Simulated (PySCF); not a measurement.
Cost against size for one kind of job: PySCF 2.14.0, PBE0-D3(BJ)/def2-SVP geometry optimisation, gas phase; work: geometry optimisation from a GFN2-xTB start shaken at random. Hardware: one thread, Arm Neoverse V1 (aarch64), no GPU, on a shared host. Other jobs ran on the host; a repeat could differ by tens of per cent or more. Peak memory is the resident size of the whole Python process, interpreter and libraries included.

```
     species (SMILES)  atoms  electrons  basis functions  SCF cycles  gradient evaluations  wall time  peak memory
    [AlH2][CH2][SiH3]     10         40               85         122                    21       41 s     0.37 GiB
        P[SiH2][SnH3]     10         86               97          33                     5       29 s     0.41 GiB
        CC(=O)[SiH2]F     10         48               99          41                     6          ?            ?
            C=CB(P)Cl     10         54              103          41                     6       21 s     0.42 GiB
       CC[SiH2][SiH3]     14         50              114          55                    10       42 s     0.48 GiB
       C[SiH2][SiH2]C     14         50              114          30                     5       23 s     0.45 GiB
       C[SiH2]C[SiH3]     14         50              114          29                     5       22 s     0.47 GiB
[SiH3][SiH2]C=C(Cl)Cl     12         80              130          78                    12       99 s     0.53 GiB
 [CH3][GeH2][S][GeH3]     12         94              136          26                     4       42 s     0.52 GiB
        CP(P)C1=CCCC1     20         78              180          50                     7    2.0 min     0.86 GiB
```

Q: Estimate the withheld figures.

A: `CC(=O)[SiH2]F`: 18 s, 0.41 GiB.

Q: With all rows, how does the wall time grow with the number of basis functions N?

A: A straight line through log(time) against log(N) has slope 2.1 between N = 85 and 180, and the rows scatter about it by a factor of about 1.6 (standard error of the fit). This is a fit to these rows, whose iteration counts differ, not the method's formal scaling.

Q: Which species took longest, and how many times the shortest run?

A: `CP(P)C1=CCCC1`, at 2.0 min: about 6.7 times the shortest (18 s).
